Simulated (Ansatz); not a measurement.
Single points on the cluster Au3⁻.

```yaml
crystal:
  periodic: [false, false, false]
  atoms:
    - {symbol: Au, position_ang: [0.211015, 1.554013, -0.160280]}
    - {symbol: Au, position_ang: [-1.407092, -0.563936, 0.432396]}
    - {symbol: Au, position_ang: [1.196077, -0.990076, -0.272117]}
basis:
  gaussian: {orbitals: def2-TZVPD, initial_orbitals: start.molden}
total_charge: -1
magnetization: {spin_polarized: true, initial_magnetization: 2}
hamiltonian: {xc: {name: wB97M-V}}
scf: {omitted_lower_state_checks: [starts]}
output: {orbitals: {seedname: orbitals}}
```

The file start.molden holds the orbitals of an earlier run on this structure, at another level or in another basis.

```sh
$ ansatz run in.yaml --threads 4 --pin off --events-out ev --progress --plain --max-ram 3916MiB
```

Output, abridged:

```
Functional definition: wB97M-V
1104 factors; their error is unknown
240 factors; integrals over basis functions are off by at most 1.3e-5 eV
mean field evaluation 1: about -11075.8818 eV, gradient 5.0e0 eV
mean field evaluation 2: about -11075.9595 eV, gradient 1.5e-1 eV
mean field evaluation 4: about -11076.0206 eV, gradient 1.1e-3 eV
mean field evaluation 8: about -11076.0206 eV, gradient 2.6e-5 eV
mean field -11076.02062920 eV, -407.0362505268 hartree, gradient 2.6e-5 eV, S^2 2.034499; 0 other end points of the search recorded, 0 dependent functions left out
reference -11076.02066547 eV, -407.0362518596 hartree; 30, 28 occupied and 99, 101 virtual orbitals, 1104 factors
Total energy: -11076.02066547 eV, -407.0362518596 hartree
Checks for a lower state left out: starts
```

It took 12 s on 4 threads of Arm Neoverse V2 on a shared host, peak host memory 0.73 GiB.

The first input with `hamiltonian: {xc: hf}` (abridged; 1.2 s):

```
Functional definition: HF
mean field -11005.72228651 eV, -404.4528340828 hartree, gradient 2.7e-5 eV, S^2 2.111237
Total energy: -11005.72228651 eV, -404.4528340828 hartree
Checks for a lower state left out: starts
```

First input, but with `hamiltonian: {xc: pbe}`, `correlation: {method: rpa}` and without the key `output` (abridged; 4.8 s):

```
Functional definition: PBE
mean field -11087.31621986 eV, -407.4513558270 hartree, gradient 2.9e-6 eV, S^2 2.006081
Total energy: -11049.39562698 eV, -406.0577997423 hartree
Checks for a lower state left out: starts
```

As the first input, with `hamiltonian: {xc: pbe0, dispersion: d4}` and without the key `scf` (abridged; 3.4 s):

```
Functional definition: PBE0
mean field evaluation 16: about -11083.1894 eV, gradient 1.5e-3 eV
mean field -11083.18942926 eV, -407.2996990695 hartree, gradient 1.9e-5 eV, S^2 2.016994; 1 other end points of the search recorded, 0 dependent functions left out
Total energy: -11083.31956226 eV, -407.3044813693 hartree
```

As the first input, with `hamiltonian: {xc: {name: B2PLYP}}` and without the key `output` (abridged; 4.9 s):

```
Functional definition: B2PLYP
mean field -11056.11791803 eV, -406.3048393816 hartree, gradient 8.1e-6 eV, S^2 2.031633
second order -43.28418678 eV of doubles, -0.00000000 eV of singles
Total energy: -11067.80477020 eV, -406.7343232774 hartree
Checks for a lower state left out: starts
```

The first input with `hamiltonian: {xc: r2scan, dispersion: d4}` (abridged; 6 s):

```
Functional definition: r2SCAN
mean field -11088.65753877 eV, -407.5006483878 hartree, gradient 2.2e-5 eV, S^2 2.021813
Total energy: -11088.68335784 eV, -407.5015972212 hartree
Checks for a lower state left out: starts
```

First input, but with `hamiltonian: {xc: {name: revPBE}, dispersion: d4}` (abridged; 2 s):

```
Functional definition: revPBE
mean field -11090.84194347 eV, -407.5809237800 hartree, gradient 2.9e-5 eV, S^2 2.007388
Total energy: -11091.11885324 eV, -407.5911000261 hartree
Checks for a lower state left out: starts
```

Geometry: PBE0-D4/def2-TZVPD.

In the def2 sets Au takes a core potential; there is no spin–orbit coupling. Correlated methods freeze no core orbitals; core or outer-core shells of Au are correlated, in sets that lack core-valence functions. At PBE0-D4/def2-TZVPD a singlet of charge -1 lies 1.09 eV below the triplet, each at its own geometry. The structure comes from a short search, and lower isomers may exist.
